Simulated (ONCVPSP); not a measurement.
**nitrogen (N): one change to an ONCV potential, before and after**

```
Element                 : nitrogen
Generator               : ONCVPSP 4.0.1
Type                    : optimised norm-conserving Vanderbilt (ONCV)
Functional              : PBE
Relativity              : scalar-relativistic
Frozen core             : [He]
Valence charge          : 5
Reference configuration : 2s1 2p4
Partial waves           : 2s: rc 1.05 bohr, ncon 4, nbas 8, qcut 5.8 1/bohr, 2 projectors, debl 1.9 Ha; 2p: rc 1.30 bohr, ncon 4, nbas 8, qcut 11.2 1/bohr, 2 projectors, debl 3.2 Ha
Local potential         : polynomial inside 0.70 bohr (lpopt 5, dvloc0 0 Ha)
Core correction         : Teter function, fcfact 5.75, rcfact 1.6
```

Change: core correction Teter function, fcfact 5.75, rcfact 1.24.

Cutoffs: the cutoffs (Ha) at which the residual kinetic energy of the hardest occupied pseudo-wave falls to 1 and 0.1 mHa per electron; they do not see the model core or the augmentation charge, which bear on the density cutoff. Errors are all-electron minus pseudo energies relative to the spin-unpolarised reference configuration.

Task: What does the change do?

Result: The potential gets neither clearly harder nor softer (70 Ha and 150 Ha → 70 Ha and 150 Ha); of the 4 tests that both files solve, the error grows in 4 and shrinks in 0 by more than 15 % and 0.3 meV (median size 73.9 → 109.1 meV); neither file shows a bound ghost. That the errors move this way runs against the usual rule that smaller radii transfer better. A model core, the more so a compact one, raises the density cutoff, which this test does not measure.

| quantity | base | changed |
| --- | --- | --- |
| cutoff, loose | 70 Ha | 70 Ha |
| cutoff, tight | 150 Ha | 150 Ha |
| bound ghosts | none | none |
| GHOST(+) flags under 300 eV | none | none |
| error for 2s2 2p3, meV [ΔE -11.51 eV] | +9.6 | +12 |
| error for 2s2 2p2, meV [ΔE 2.08 eV] | +32 | +45 |
| error for 2s2 2p1, meV [ΔE 30.94 eV] | +116 | +173 |
| error for 2s2 2p0, meV [ΔE 78.02 eV] | +362 | +580 |
| s: phases at 1.06 bohr within 0.05 rad from the reference energy up to (Ha; the scan ends near 5) | to the end of the scan | to the end of the scan |
| p: phases at 1.32 bohr within 0.05 rad from the reference energy up to (Ha; the scan ends near 5) | to the end of the scan | to the end of the scan |
| rms error of d²Exc/dni dnj with the model core, mHa | 0.90 | 1.69 |
